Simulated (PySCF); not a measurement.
Geometries of 2 isomers of C2H4ClNSi, from PBE0-D3(BJ)/def2-SVP geometry optimisation, gas phase in PySCF 2.14.0. One conformer each, no zero-point energy, no frequencies.

Question: Which is lower in electronic energy at this level?
A.
```xyz
9
angstrom
N     -0.849    2.730   -0.456
C     -0.549    1.672   -0.818
C     -0.138    0.353   -1.252
Si     1.703    0.006   -0.956
Cl     2.823    1.267   -2.135
H     -0.719   -0.413   -0.710
H     -0.352    0.229   -2.326
H      1.970   -1.401   -1.360
H      2.041    0.236    0.472
```
B.
```xyz
9
angstrom
N      1.684    1.978   -0.697
C      0.975    1.141   -0.321
Si    -0.181   -0.194    0.252
C     -1.916    0.538    0.315
Cl    -1.955    1.863    1.513
H     -0.109   -1.301   -0.743
H      0.261   -0.643    1.597
H     -2.217    0.944   -0.662
H     -2.654   -0.222    0.612
```

Answer: A. That is `N#CC[SiH2]Cl`, 31.8 kcal/mol below the other.

```tsv
SMILES	atoms numbered as above	E (Eh)	relative (kcal/mol)	relative (kJ/mol)	dipole (D)
N#CC[SiH2]Cl	[N:1]#[C:2][CH2:3][SiH2:4][Cl:5]	-882.33668	0.0	0.0	4.16
N#C[SiH2]CCl	[N:1]#[C:2][SiH2:3][CH2:4][Cl:5]	-882.28600	31.8	133.1	4.14
```
